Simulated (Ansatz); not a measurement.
Frontier orbitals of BFHInO.

```xyz
5

F     0.260   -0.364    1.373
In   -0.115   -1.893   -1.544
B     0.022    0.513    0.361
O    -0.153    0.073   -0.870
H    -0.014    1.671    0.680
```

Charge 0, multiplicity 1. Correlated methods include outer-core shells of In, which these sets cover unevenly. In: def2 effective core potential. The bonds changed during the relaxation, so this is another structure than the one it started from. The structure was optimised at the PBE0-D4/def2-TZVP level. Basis def2-TZVPP, Ansatz.

Orbital energies of one run (eV). Highest occupied ones, from the top: -9.48, -11.70, -11.75, -12.23, -14.79, -15.26, -15.59, -17.34, -23.74, -23.81, -23.82, -24.01, -24.01, -29.51. Empty: -0.09, 0.01, 1.49, 3.04, 3.43, 3.82.

Which functional gave them?
A. revPBE
B. B97M-V
C. r2SCANh
D. ωB97X-V

D. HOMO energies: ωB97X-V -9.48, r2SCANh -6.90, revPBE -6.11, B97M-V -6.36 eV.
